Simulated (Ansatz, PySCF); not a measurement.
Gas-phase reaction in SMILES: FOF -> F atom + [O]F (the F-O bond at the site shown breaks; other sites are not compared here)
Each molecule is optimised on its own at B3LYP-D3(BJ)/def2-TZVP (Ansatz, a program for electronic structure). Unstable Hartree-Fock reference: FOF.

Property: bond dissociation energy (enthalpy at 298 K, with B3LYP-D3(BJ) rigid-rotor harmonic-oscillator terms from PySCF), in kcal/mol. Correlated levels leave the core frozen unless marked. UHF or UKS for open shells. No spin-orbit coupling. No relativistic terms. CBS marks a two-point X^-3 extrapolation of the correlation energy; Hartree-Fock from the larger set. [CCSD(T)-MP2]/basis is that difference in the basis named.

```csv
level,program,bond dissociation energy (kcal/mol),minus last row
HF/6-31G*,Ansatz,-25.3,-64.9
HF/cc-pVDZ,Ansatz,-29.7,-69.3
HF/cc-pVTZ,Ansatz,-25.8,-65.4
PBE/def2-TZVPD,Ansatz,50.5,10.9
PBE-D3(BJ)/def2-TZVPD,Ansatz + dftd3,50.7,11.1
PBE0-D3(BJ)/def2-TZVP,Ansatz + dftd3,36.6,-3.0
BHLYP-D3(BJ)/def2-TZVPD,Ansatz + dftd3,20.0,-19.6
r2SCAN0/def2-TZVPD,Ansatz,28.3,-11.3
CAM-B3LYP-D3(BJ)/def2-TZVPD,Ansatz + dftd3,37.4,-2.2
CAM-B3LYP/def2-TZVPD,Ansatz,37.3,-2.3
LC-wPBE/def2-TZVPD,Ansatz,37.2,-2.4
wB97X-V/def2-TZVPD,Ansatz,38.1,-1.5
B2PLYP-D3(BJ)/def2-TZVPD,Ansatz + dftd3,37.2,-2.4
MP2/cc-pVQZ,Ansatz,46.9,7.3
SCS-MP2/6-31G*,Ansatz,38.5,-1.1
SCS-MP2/cc-pVDZ,Ansatz,32.9,-6.7
CCSD/STO-3G,Ansatz,41.9,2.3
CCSD(T)/6-31G,Ansatz,16.5,-23.1
CCSD(T)/cc-pVTZ,Ansatz,36.1,-3.5
"RI-MP2/CBS(cc-pVTZ,cc-pVQZ)+[CCSD(T)-MP2]/cc-pVQZ",Ansatz,39.8,0.2
"CCSD(T)/CBS(cc-pVTZ,cc-pVQZ)",Ansatz,39.6,0.0
```
